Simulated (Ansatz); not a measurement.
Ansatz (a program for electronic structure) input (CCSD(T)/def2-SVPD):

Ansatz 0.2 input:
```yaml
crystal:
  periodic: [false, false, false]
  atoms:
    - {symbol: Cd, position_ang: [-0.00000000, -0.00000000, -1.07497705]}
    - {symbol: Br, position_ang: [0.00000000, 0.00000000, 1.47425425]}
basis:
  gaussian:
    orbitals: def2-SVPD
magnetization: {spin_polarized: true, initial_magnetization: 1}
correlation: {method: ccsd_t, electrons: outside_noble_gas}
output: {forces: true}
```

End of the output:

```
coupled cluster: 0.27 GiB planned
cycle   1  -10.64724150 eV  change   -1.2e-3 eV  update   1.1e-3
cycle   2  -10.64788792 eV  change   -6.5e-4 eV  update   7.4e-4
cycle   3  -10.64796801 eV  change   -8.0e-5 eV  update   3.3e-4
cycle   4  -10.64789150 eV  change    7.7e-5 eV  update   1.3e-4
cycle   5  -10.64804194 eV  change   -1.5e-4 eV  update   3.4e-5
cycle   6  -10.64809079 eV  change   -4.9e-5 eV  update   1.6e-5
cycle   7  -10.64809036 eV  change    4.3e-7 eV  update   3.7e-6
cycle   8  -10.64808905 eV  change    1.3e-6 eV  update   1.2e-6
perturbative correction -0.23747711 eV, -0.0087271226 hartree
the calculation of the forces begins
Total energy: -74542.49159062 eV, -2739.3860392398 hartree
Atom 0 at    -0.000000    -0.000000    -1.074977 Å, force    -0.000000     0.000000     0.139303 eV/Å
Atom 1 at     0.000000     0.000000     1.474254 Å, force    -0.000000     0.000000    -0.139303 eV/Å
Dipole moment:     0.000000    -0.000000    -0.787062 e Å
```

The spin state was set by rule; other spins were not relaxed.
